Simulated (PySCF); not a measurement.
CH6Cl2Si2. Atoms are numbered in the order given.

```xyz
11

C     -0.5951    -2.1016     0.0000
Si    -0.1099    -0.2920     0.0000
Si     2.1899     0.1683     0.0000
Cl    -0.9268     0.6160    -1.6978
Cl    -0.9268     0.6160     1.6978
H     -0.1946    -2.6054    -0.9026
H     -1.6995    -2.1968     0.0000
H     -0.1946    -2.6054     0.9026
H      2.3907     1.6573     0.0000
H      2.8306    -0.4261     1.2257
H      2.8306    -0.4261    -1.2257
```
Charge 0, spin multiplicity 1.

Geometry optimised at PBE-D3(BJ)/def2-SVP.

The numbers are results of PBE-D3(BJ)/def2-SVP (PySCF 2.14.0), not measurements.

Frequencies are harmonic and unscaled.

```tsv
mode	ν (cm⁻¹)	IR (km/mol)	moving atoms (share of kinetic energy)
1	94	0.6	Cl 48 %, Si 35 %, H 15 %
2	109	1.7	Cl 28 %, Si 27 %, C 24 %, H 21 %
3	116	0.0	H 98 %
4	161	0.0	H 98 %
5	176	4.8	Cl 67 %, Si 20 %
6	183	0.7	C 34 %, H 30 %, Cl 28 %
7	194	10.6	Si 39 %, Cl 22 %, C 19 %, H 19 %
8	379	8.4	Si 45 %, Cl 33 %, C 12 %, H 11 %
9	484	36.0	H 73 %, Si 14 %, Cl 12 %
10	490	6.9	H 81 %, Si 13 %
11	517	68.2	Si 61 %, Cl 28 %, H 10 %
12	557	63.5	Si 53 %, Cl 28 %, H 18 %
13	716	47.4	Si 43 %, C 38 %, H 18 %
14	768	159.9	H 74 %, C 18 %, Si 8 %
15	774	49.2	H 70 %, C 20 %, Si 10 %
16	834	100.5	H 84 %, Si 13 %
17	897	37.4	H 97 %
18	900	36.6	H 97 %
19	1212	18.6	H 78 %, C 22 %
20	1371	3.3	H 96 %
21	1372	5.7	H 96 %
22	2153	49.8	H 99 %
23	2168	73.0	H 96 %
24	2182	59.5	H 96 %
25	2978	0.1	H 97 %
26	3087	0.4	H 91 %, C 9 %
27	3088	0.0	H 91 %, C 9 %
```
